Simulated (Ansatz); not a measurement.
Start from `CN[SiH](F)OC` and change one element to get `CN[SiH](Cl)OC`.

Ansatz, PBE0-D4/def2-TZVP geometries, multiplicity 1. Each molecule was computed in one conformer, which needn't be the lowest.

| property | `CN[SiH](F)OC` |
| --- | --- |
| LUMO energy (ωB97M-V/def2-TZVPP) / eV | 2.51 |
| HOMO energy (PBE/def2-TZVPP) / eV | -5.74 |
| HOMO–LUMO gap (B3LYP/def2-TZVPP) / eV | 7.63 |
| HOMO energy (B3LYP/def2-TZVPP) / eV | -6.92 |
| HOMO energy (PBE0/def2-TZVPP) / eV | -7.16 |
| size of the dipole moment (B3LYP/def2-TZVPP) / D | 0.99 |

What does the change do to each property? (Best estimate.)

Ansatz gave: 
```
                                        property  `CN[SiH](Cl)OC`  shift
           LUMO energy (ωB97M-V/def2-TZVPP) / eV             2.43  -0.08
               HOMO energy (PBE/def2-TZVPP) / eV            -5.79  -0.05
           HOMO–LUMO gap (B3LYP/def2-TZVPP) / eV             7.51  -0.12
             HOMO energy (B3LYP/def2-TZVPP) / eV            -6.93  -0.01
              HOMO energy (PBE0/def2-TZVPP) / eV            -7.18  -0.02
size of the dipole moment (B3LYP/def2-TZVPP) / D             1.15   0.16
```

Dipoles are sizes alone; their direction can turn.

B3LYP here is the variant with VWN-RPA as its local correlation; programs differ in this.
